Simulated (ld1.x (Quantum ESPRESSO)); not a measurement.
## dysprosium (Dy), TM: configuration errors across variants

ld1.x (Quantum ESPRESSO) 7.5 input, shortened:

```
&input
   title='Dy', zed=66., rel=2, dft='PBE', iswitch=3,
   config='[Xe] 4f10 5d0 6s1.5 6p0', rel_dist='average'
 /
 &inputp
   pseudotype=2, tm=.true., lloc=1,
   nlcc=.false.
 /
4
6S  1  0   1.50   0.00  3.10  3.10  0.0
5D  3  2   0.00   0.00  3.35  3.35  0.0
4F  4  3  10.00   0.00  1.45  1.45  0.0
6P  2  1   0.00   0.00  4.20  4.20  0.0
 &test
   configts(1)='4f10 5d0 6s1.5 6p0'
 /
```

Open shells are filled in proportion to 2j + 1 (rel_dist='average').

All-electron excitation energies from the reference (eV): (1) 4f10 5d0 6s2 6p0 -2.482; (2) 4f10 5d0 6s1 6p0 3.757; (3) 4f10 5d0 6s0 6p0 15.425; (4) 4f8 5d0 6s0 6p0 85.587; (5) 4f9 5d0 6s2 6p0 7.668; (6) 4f10 5d0 6s0 6p2 3.000.

Tests that are not counted but printed errors over 1 eV. “base”: 4f11 5d0 6s0 6p0 (solver errors, printed error -1472 eV). “core correction a·sin(br)/r model core inside 1.62 bohr”: 4f11 5d0 6s0 6p0 (solver errors, printed error -1493 eV). “wave 6p (bound): rc 4.20 bohr becomes 6p (bound): rc 4.56 bohr”: 4f11 5d0 6s0 6p0 (solver errors, printed error -1473 eV). “wave 5d (bound): rc 3.35 bohr becomes 5d (bound): rc 2.84 bohr”: 4f11 5d0 6s0 6p0 (solver errors, printed error -1472 eV). “wave 6s (bound): rc 3.10 bohr becomes 6s (bound): rc 3.08 bohr”: 4f11 5d0 6s0 6p0 (solver errors, printed error -1472 eV).

4 further variants failed, have other tests or another functional or relativity, and are left out.

A true bound ghost makes a file unfit for plane-wave use even where its test errors are small: the radial tests pick states by their node count and pass the ghost by. Where a test does run into it, the solver fails or the error is huge.

Errors AE − PS in meV (a dash: test not solved or not reliable):

```csv
change,(1),(2),(3),(4),(5),(6),bound ghosts
base,+3.0,+11,+264,-8256,-1760,+28,none
core correction a·sin(br)/r model core inside 1.62 bohr,-0.4,–,-42,-9205,-1846,-42,none
"all radii scaled by about 1.29 (s 4.00, p 5.42, d 4.32, f 1.88 bohr)",+4.1,+11,+239,-6169,-955,+21,none
wave 6p (bound): rc 4.20 bohr becomes 6p (bound): rc 4.56 bohr,+3.1,+11,+264,-8241,-1742,+29,none
wave 5d (bound): rc 3.35 bohr becomes 5d (bound): rc 2.84 bohr,+2.9,+11,+264,-8256,-1760,+28,none
wave 6s (bound): rc 3.10 bohr becomes 6s (bound): rc 3.08 bohr,+3.0,+11,+264,-8256,-1760,+28,none
```

Task: Give the same row for: local potential the d channel.

Result: +1.9, +9.6, +269, -4829, –, +52; bound ghosts: s, p3/2. Not counted: 4f11 5d0 6s0 6p0 (solver errors, printed error -1467 eV); 4f9 5d0 6s2 6p0 (solver errors, printed error -1235 eV).
